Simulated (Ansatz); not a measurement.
InH2Et (C₂H₇In), relaxed as a singlet with RKS PBE-D4/def2-SVP in Ansatz, starting from the GFN2-xTB geometry. Force threshold 0.02 eV/Å.

In the def2 sets In takes a core potential; there is no spin–orbit coupling.

Start:

| atom | x (Å) | y (Å) | z (Å) |
| --- | --- | --- | --- |
| In1 | 0.128 | -0.911 | 1.549 |
| H2 | 0.161 | -2.661 | 1.574 |
| H3 | 0.866 | -0.257 | 2.996 |
| C4 | -0.701 | 0.322 | -0.132 |
| C5 | 0.342 | 0.562 | -1.222 |
| H6 | -1.044 | 1.276 | 0.281 |
| H7 | -1.567 | -0.201 | -0.549 |
| H8 | -0.082 | 1.158 | -2.033 |
| H9 | 1.206 | 1.097 | -0.823 |
| H10 | 0.690 | -0.384 | -1.642 |

Question: Estimate the energy that the relaxation releases and the steps that it takes.

Answer: 6.4 kJ/mol, in 5 steps; 6.5 s on 2 threads of Arm Neoverse V2 on a shared host. No frequencies were taken in this run, so the end may be a saddle point.

Question: Does the start keep its bonding and symmetry?

Answer: By distances, no bond broke or formed. The bond that changes most is In1–C4, from 2.24 to 2.20 Å (atoms count from 1).

Question: Predict the relaxed structure.

Answer: 
```xyz
10

In    0.125   -0.913    1.558
H     0.110   -2.667    1.467
H     0.845   -0.150    2.966
C    -0.684    0.298   -0.095
C     0.347    0.549   -1.204
H    -1.045    1.256    0.333
H    -1.571   -0.236   -0.497
H    -0.080    1.157   -2.032
H     1.238    1.101   -0.835
H     0.715   -0.394   -1.661
```
Bond lengths: 1 × C–C 1.54 Å; 1 × C–In 2.20 Å; 5 × C–H 1.11 Å; 2 × H–In 1.76 Å.
